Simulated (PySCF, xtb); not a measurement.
Mg(Br)(NH2) (BrH2MgN), SMILES [NH2][Mg][Br]. One conformer was computed; it need not be the lowest.

Harmonic wavenumbers (cm⁻¹) from xtb with GFN2-xTB at its own minimum, in rising order: 21, 71, 311, 515, 531, 573, 1533, 3391, 3412.

**Question.** What does PBE0-D3(BJ)/def2-TZVP in PySCF 2.14.0 give at its own minimum? (Estimate from the structure and the level; the computed values follow.)

**Answer.** 112, 122, 282, 313, 540, 749, 1556, 3589, 3671. Paired by order, the mean absolute difference is 115 cm⁻¹ and the zero-point energies are 14.8 and 15.6 kcal/mol.
